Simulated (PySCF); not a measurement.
Can point charges reproduce the dipole moment of `C#C[SiH2]S[Si@H](C)CCC`?

Coordinates (GFN2-xTB, Å) and charges (e) from the PBE0/pcSseg-1 density (PySCF):

| atom | x | y | z | Mulliken | IAO | Hirshfeld | ESP-fitted |
| --- | --- | --- | --- | --- | --- | --- | --- |
| C1 | 4.478 | 0.999 | 0.498 | -0.1699 | -0.1759 | -0.0693 | -0.2633 |
| C2 | 3.906 | -0.022 | 0.221 | -0.2023 | -0.3403 | -0.1512 | -0.2029 |
| Si3 | 2.975 | -1.552 | -0.233 | +0.6495 | +0.7192 | +0.3398 | +0.4328 |
| S4 | 1.133 | -1.007 | -1.208 | -0.5602 | -0.4532 | -0.1835 | -0.4082 |
| Si5 | 0.357 | 0.640 | -0.041 | +0.7572 | +0.8505 | +0.3496 | +0.4523 |
| C6 | 0.509 | 0.252 | 1.812 | -0.6354 | -0.7225 | -0.2155 | -0.5256 |
| C7 | -1.448 | 0.855 | -0.598 | -0.5465 | -0.5324 | -0.1568 | -0.2645 |
| C8 | -2.339 | -0.344 | -0.276 | -0.3046 | -0.2404 | -0.0666 | +0.4374 |
| C9 | -3.757 | -0.147 | -0.796 | -0.2482 | -0.4137 | -0.1164 | -0.4385 |
| H10 | 4.990 | 1.885 | 0.744 | +0.0678 | +0.2055 | +0.1016 | +0.2821 |
| H11 | 2.666 | -2.291 | 0.990 | -0.0479 | -0.1170 | -0.0680 | -0.0558 |
| H12 | 3.687 | -2.328 | -1.236 | -0.0524 | -0.0953 | -0.0604 | -0.0230 |
| H13 | 1.159 | 1.818 | -0.384 | -0.0353 | -0.1274 | -0.0868 | -0.0975 |
| H14 | 1.552 | 0.240 | 2.115 | +0.1613 | +0.1611 | +0.0368 | +0.1428 |
| H15 | -0.003 | 0.999 | 2.411 | +0.1419 | +0.1582 | +0.0444 | +0.1514 |
| H16 | 0.081 | -0.717 | 2.054 | +0.1496 | +0.1583 | +0.0414 | +0.1175 |
| H17 | -1.470 | 1.026 | -1.676 | +0.1464 | +0.1480 | +0.0392 | +0.0700 |
| H18 | -1.865 | 1.750 | -0.133 | +0.1388 | +0.1426 | +0.0392 | +0.0555 |
| H19 | -2.370 | -0.498 | 0.805 | +0.1221 | +0.1266 | +0.0352 | -0.0692 |
| H20 | -1.909 | -1.239 | -0.729 | +0.1398 | +0.1368 | +0.0293 | -0.0735 |
| H21 | -4.212 | 0.733 | -0.346 | +0.1048 | +0.1340 | +0.0373 | +0.0874 |
| H22 | -3.751 | -0.014 | -1.876 | +0.1090 | +0.1368 | +0.0395 | +0.1028 |
| H23 | -4.375 | -1.012 | -0.562 | +0.1142 | +0.1406 | +0.0407 | +0.0898 |

Task: What dipole does each set of charges give (1 e·Å = 4.803 D), and what does the density give?

Result: The full density gives (-0.02, 1.08, 1.74) D, 2.05 D in size; dipole vectors point from the negative to the positive end.

```json
{"scheme": "Mulliken", "μx": "-0.06", "μy": "-0.59", "μz": "1.55", "size (D)": "1.66", "share of the full size (%)": "81", "angle to the full dipole (°)": "53"}
{"scheme": "IAO", "μx": "0.35", "μy": "0.36", "μz": "0.92", "size (D)": "1.05", "share of the full size (%)": "51", "angle to the full dipole (°)": "22"}
{"scheme": "Hirshfeld", "μx": "0.22", "μy": "0.29", "μz": "0.42", "size (D)": "0.56", "share of the full size (%)": "27", "angle to the full dipole (°)": "24"}
{"scheme": "ESP-fitted", "μx": "-0.01", "μy": "1.10", "μz": "1.73", "size (D)": "2.05", "share of the full size (%)": "100", "angle to the full dipole (°)": "1"}
```

Task: Which set comes closest?

Result: Length of the difference vector: ESP-fitted 0.02 D, IAO 1.15 D, Hirshfeld 1.56 D, Mulliken 1.68 D. Closest: ESP-fitted. 

Task: What is left for the Hirshfeld atoms' own dipoles?

Result: The Hirshfeld atoms' densities add up to the full density, so μ = Σ q r + Σ (atomic dipoles). The atomic dipoles sum to (-0.02, 1.08, 1.74) − (0.22, 0.29, 0.42) = (-0.24, 0.79, 1.32) D, 1.56 D in size.

Task: With the origin at the mean of the coordinates, (0.000, 0.001, 0.068) Å, which are the largest single terms, by size, of the Mulliken dipole along the direction of the full one?

Result: C6 -4.91, S4 +4.38, Si3 -3.45, H15 +1.72, H14 +1.43 D; all 23 atoms together +1.00 D. The single terms depend on the origin, their sum doesn't.

Task: Give the size of the full dipole in other units.

Result: 2.05 D = 0.806 au = 0.426 e·Å = 6.83 × 10⁻³⁰ C·m.

Isolated species at its GFN2-xTB geometry (one conformer only).

The run behind these numbers computed NMR shieldings as well. Hardware: one thread, Arm Neoverse N1 (aarch64) (shared host). Cost: 2.0 min wall (grids of density and orbitals included), 1.1 GiB resident at most.

Shape of the structure used: `[CH:1]#[C:2][SiH2:3][S:4][Si@H:5]([CH3:6])[CH2:7][CH2:8][CH3:9]`: C2–Si3–S4–Si5 -43°, Si3–S4–Si5–C6 -44°, S4–Si5–C7–C8 64°, Si5–C7–C8–C9 -178°.
